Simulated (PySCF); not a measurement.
C7H6S.
Geometry (GFN2-xTB, Å), atoms numbered from 1 in this order:
```
atom  x, y, z in Å
C1     4.0067   -0.1806   -0.2828
C2     2.5834   -0.1834   -0.0791
C3     1.3857   -0.1811    0.0954
C4     0.0524   -0.1877    0.2944
C5    -1.1575   -0.1716    0.4408
C6    -2.5197   -0.2134    0.7033
C7    -3.4348    0.5370   -0.2073
S8    -3.0750   -1.0708    1.9922
H9     4.4961   -0.8002    0.4692
H10    4.2425   -0.5717   -1.2730
H11    4.3897    0.8377   -0.2080
H12   -4.4650    0.4198    0.1183
H13   -3.3324    0.1697   -1.2291
H14   -3.1728    1.5956   -0.2097
```

Computed, not measured: PBE0/pcSseg-1 in PySCF (dipole) on a GFN2-xTB geometry, gas phase.

Masses are those of the commonest isotopes; rigid-rotor values at the optimised geometry. 

(1) Give the principal moments of inertia and the rotational constants in MHz.

(2) Classify the top.

(3) What does the inertial defect say?

(4) Which lines would a microwave search look for?

(5) Estimate the classical rotational partition function at 100 K, 200 K and 298.15 K.

## Answers

(1) Ia = 90.56, Ib = 916.52, Ic = 1000.79 u·Å²; 505379 MHz·u·Å²/I gives A = 5581, B = 551.4, C = 505.0 MHz.

(2) A near-prolate asymmetric top; Ray's κ = -0.982.

(3) Not planar: Δ = Ic − Ia − Ib = -6.29 u·Å². For a rigid frame Δ = −2 Σ m c², so Σ m c² = 3.15 u·Å² lies off the ab plane, practically all of it from hydrogen. The atom farthest from that plane is 0.90 Å away.

(4) The dipole components are |μa| = 3.64 D, |μb| = 2.03 D, |μc| = 0.00 D; the mirror of this Cs structure is the ab plane, so μc vanishes by symmetry (the 0.01 D computed is a residue) and there are no c-type lines. The squared components, which scale the intensities, stand as 1.00 : 0.31 (a : b). Some lines, for components of 0.1 D or more:

| type | branch | J(Ka,Kc) | MHz | lower level (cm⁻¹) |
| --- | --- | --- | --- | --- |
| a | Q | 4(1,3) ← 4(1,4) | 464 | 0.513 |
| a | R | 2(1,2) ← 1(1,1) | 2066 | 0.203 |
| a | R | 2(1,1) ← 1(1,0) | 2159 | 0.205 |
| a | R | 3(1,3) ← 2(1,2) | 3099 | 0.272 |
| a | R | 3(0,3) ← 2(0,2) | 3168 | 0.106 |
| a | R | 4(0,4) ← 3(0,3) | 4222 | 0.211 |
| a | R | 4(2,3) ← 3(2,2) | 4225 | 0.886 |
| a | R | 4(3,1) ← 3(3,0) | 4226 | 1.728 |
| a | R | 4(1,3) ← 3(1,2) | 4318 | 0.385 |
| b | Q | 3(1,2) ← 3(0,3) | 5193 | 0.211 |
| b | R | 2(1,2) ← 1(0,1) | 7095 | 0.035 |
| b | R | 3(1,3) ← 2(0,2) | 8082 | 0.106 |
| b | Q | 3(2,1) ← 3(1,2) | 15019 | 0.385 |
| b | Q | 2(2,0) ← 2(1,1) | 15088 | 0.277 |
| b | Q | 2(2,1) ← 2(1,2) | 15227 | 0.272 |
| b | Q | 4(2,3) ← 4(1,4) | 15390 | 0.513 |
| b | R | 3(2,2) ← 2(1,1) | 18257 | 0.277 |
| b | R | 4(2,2) ← 3(1,3) | 19527 | 0.375 |
| b | Q | 4(3,1) ← 4(2,2) | 25258 | 1.027 |
| b | Q | 3(3,1) ← 3(2,2) | 25262 | 0.886 |
| b | Q | 4(3,2) ← 4(2,3) | 25263 | 1.026 |
| b | R | 3(3,0) ← 2(2,1) | 28431 | 0.780 |
| b | R | 4(3,2) ← 3(2,1) | 29486 | 0.886 |
| b | Q | 4(4,0) ← 4(3,1) | 35366 | 1.869 |
| b | Q | 4(4,1) ← 4(3,2) | 35366 | 1.869 |
| b | R | 4(4,0) ← 3(3,1) | 39592 | 1.728 |

(5) Point group Cs, symmetry number σ = 1; q = (√π/σ)·√((kT/h)³/(ABC)), k/h = 20836.6 MHz/K: 135000 at 100 K, 383000 at 200 K, 696000 at 298.15 K.

Stationary, but not proved a minimum. Zero-point vibration and centrifugal distortion are left out. A rigid rotor knows nothing of internal rotation, which can split or shift real lines.

Time: 20 s. Hardware: one thread of an Arm Neoverse V1 (shared host). This is the PBE0/pcSseg-1 job that gave the dipole, with the shieldings it also computed.
